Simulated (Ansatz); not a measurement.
PbH4 (H4Pb). Charge 0, multiplicity 1. Geometry relaxed at PBE0-D4/def2-TZVP.

```csv
atom,x (Å),y (Å),z (Å)
Pb1,0.000,0.000,0.000
H2,-0.633,1.501,-0.637
H3,1.564,0.289,0.727
H4,0.166,-1.160,-1.298
H5,-1.096,-0.629,1.208
```

In the def2 sets Pb takes a core potential; there is no spin–orbit coupling.

Problem. Estimate the harmonic wavenumbers at RKS PBE0-D4/def2-TZVP (Ansatz, unscaled). Is this a minimum?

Solution. 613, 613, 613, 692, 692, 1869, 1889, 1889, 1889 cm⁻¹. Yes, no mode is imaginary beyond noise. Zero-point energy 64.4 kJ/mol. Hardware: 4 threads of Intel Xeon on a shared host. Wall time 78 s.
